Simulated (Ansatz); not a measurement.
Frontier orbitals of Cl₂FH₃SiSn (`[F][Sn]([SiH3])([Cl])[Cl]`).

Charge 0, multiplicity 1. Correlated methods include outer-core shells of Sn, which these sets cover unevenly. Sn takes the def2 core potential. The geometry is a stationary point of PBE0-D4/def2-TZVP. Basis def2-TZVPP, Ansatz 0.2.0.

```json
{"functional": "LDA (SPW92)", "HOMO (eV)": "-7.80", "LUMO (eV)": "-3.28", "gap (eV)": "4.52"}
{"functional": "PBE", "HOMO (eV)": "-7.66", "LUMO (eV)": "-2.98", "gap (eV)": "4.68"}
{"functional": "BLYP", "HOMO (eV)": "-7.49", "LUMO (eV)": "-2.89", "gap (eV)": "4.60"}
{"functional": "PBE0", "HOMO (eV)": "-8.89", "LUMO (eV)": "-2.09", "gap (eV)": "6.80"}
{"functional": "r2SCANh", "HOMO (eV)": "-8.43", "LUMO (eV)": "-2.43", "gap (eV)": "6.00"}
{"functional": "ωB97M-V", "HOMO (eV)": "-10.90", "LUMO (eV)": "-0.17", "gap (eV)": "10.73"}
```

A quarter of exact exchange (PBE0) shifts PBE's HOMO by −1.23 eV and its LUMO by +0.88 eV; full exchange at long range (ωB97M-V) shifts them by −3.24 and +2.81 eV. The gap opens from 4.68 to 10.73 eV, since occupied levels lose self-interaction and empty ones feel all the electrons.
